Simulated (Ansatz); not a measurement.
Harmonic frequencies (cm⁻¹) at PBE0-D4/def2-TZVP from Ansatz: 42, 52, 98, 243, 362, 480, 492, 587, 640, 658, 676, 763, 889, 932, 1149, 1212, 1333, 1437, 1442, 1647, 1837, 2555, 3028, 3097, 3128, 3577, 3669.

Each molecule was computed in one conformer, which needn't be the lowest.

(1) Which molecule is it?
A. `[CH3][AlH][BH]N`
B. `CN[BH][AlH2]`
C. `[BH2][Al]([CH3])[NH2]`
D. `CB[NH][AlH2]`

## Answers

(1) A.
